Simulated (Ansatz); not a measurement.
A nudged elastic band was laid between two geometries of H2OSb (4 atoms, charge -1, multiplicity 1).

Computed with Ansatz 0.2.0, UKS B3LYP/def2-SVP.

```yaml
movable_images: 5
climbing_image: yes
spring: 5.0 eV/Å²
optimiser: quadratic models (default)
start_path: through a guess of the saddle point
force_threshold: 0.05 eV/Å
iteration_limit: 60
end_points: relaxed
```

First end point:

```xyz
4
Properties=species:S:1:pos:R:3
O -1.756 -0.285 -0.121
Sb 0.074 -0.242 -0.611
H 0.992 -0.863 0.831
H 0.691 1.390 -0.099
```

Last end point:

```xyz
4
Properties=species:S:1:pos:R:3
O -0.997 0.623 -0.054
Sb 0.369 -0.845 -0.716
H 1.078 -1.196 0.866
H -0.451 1.418 -0.096
```

(1) Which bonds break or form, and what moves?

(2) What energy profile does the band end with?

(3) What is the geometry of the highest image?

Answers

(1) Bonds broken: Sb2–H4. Bonds formed: O1–H4.

(2) The run converged. The highest image is number 3 of 0 to 6, 40.0 kcal/mol above the first end and 60.1 kcal/mol above the last; the last end lies 20.1 kcal/mol below the first. Neighbouring images differ by up to 1.5 eV, so the band resolves the path poorly. A vibrational analysis at the climbing image gives one clearly imaginary mode, 1309i cm⁻¹: a first-order saddle point. The orbitals stay closed-shell, which can raise the energy where a bond breaks towards radicals; this wasn't checked here. Limits of this set-up: an anion without diffuse functions, the dipole of an ion depends on the origin.

| image | path coordinate (Å) | energy (kcal/mol) | Sb2–H4 (Å) | O1–H4 (Å) |
| --- | --- | --- | --- | --- |
| 0 | 0.00 | 0.0 | 1.82 | 2.97 |
| 1 | 0.36 | 5.6 | 1.75 | 2.57 |
| 2 | 0.72 | 24.2 | 1.70 | 2.13 |
| 3 | 1.07 | 40.0 | 1.73 | 1.70 |
| 4 | 1.40 | 20.3 | 1.86 | 1.29 |
| 5 | 1.72 | -15.1 | 2.16 | 0.98 |
| 6 | 2.04 | -20.1 | 2.48 | 0.97 |

(3) 
```xyz
4
Properties=species:S:1:pos:R:3:forces:R:3
O -1.480 0.219 -0.128 0.01 0.00 0.00
Sb 0.395 -0.403 -0.667 0.00 0.00 0.00
H 1.146 -0.968 0.867 0.00 0.00 0.00
H -0.061 1.153 -0.072 0.00 0.00 0.00
```

Run time: 110 s on 1 thread of Arm Neoverse V1, with other jobs on the host, peak memory 0.21 GiB.
